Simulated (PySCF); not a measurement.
A made-up structure of SiNHTe, singlet:

```
4
angstrom
N 0.4418 -1.0516 -0.6578
Si 0.1617 0.4329 -0.0635
Te -1.2643 -1.1650 0.9086
H 1.0998 -1.7918 -0.9017
```

It is relaxed with PBE-D4/def2-SVP and then PBE0-D4/def2-TZVP (PySCF 2.14 with density fitting (its default auxiliary sets; JK sets also for MP2 and CCSD(T))). Atoms count as bonded within 1.22 times the sum of their covalent radii (H–H: 0.88 Å). The end point is not checked to be a true minimum.

(1) Does its bonding change? (Judge from chemistry; the calculation decides.)

Answers

(1) Computed: No: no bond forms or breaks.

Where it ends: The first stage lowers the energy by 0.40 eV in 11 steps. It ends as SiNHTe ([NH]1[Si][Te]1):
```csv
atom,x (Å),y (Å),z (Å)
N1,0.4716,-0.9908,-0.4924
Si2,0.1370,0.5492,-0.0188
Te3,-1.1589,-1.4773,0.8178
H4,0.9937,-1.6706,-1.0147
```

Labels in which every atom is bracketed show which atoms are joined, not bond orders.

For scale, one of the runs: PBE0-D4/def2-TZVP relaxation, 124 basis functions, launched by `OMP_NUM_THREADS=2 python run.py`. Hardware: 2 CPU threads of an Arm Neoverse V1, shared host. Wall time 35 s; peak host memory 1.2 GiB.
